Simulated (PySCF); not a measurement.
Excitation energy of Hf²⁺ by level of theory

Hf²⁺ [Xe] 4f14 5d2 (3F) → Hf²⁺ [Xe] 4f14 5d1 6p1 (high-spin determinant), as a difference of total energies. Computed with PySCF 2.14 in aug-cc-pwCVDZ-PP with ECP60MDF, with a scalar-relativistic core potential. Correlated levels: valence: 5s2 5p6 frozen. The calculations carry no spin-orbit coupling.

| method | excitation energy (eV) |
| --- | --- |
| UHF | 5.700 |
| MP2 (valence) | 5.704 |
| SCS-MP2 (valence) | 5.701 |
| CCSD (valence) | 5.658 |

With two correlated electrons CCSD is exact in that space.

The coupled-cluster amplitudes are large for the upper state (T1 above 0.03 or a double amplitude above 0.15), so a single reference is strained.

The determinant of the upper state mixes LS terms, which raises its energy above the lowest term, most at the Hartree-Fock and MP2 levels.
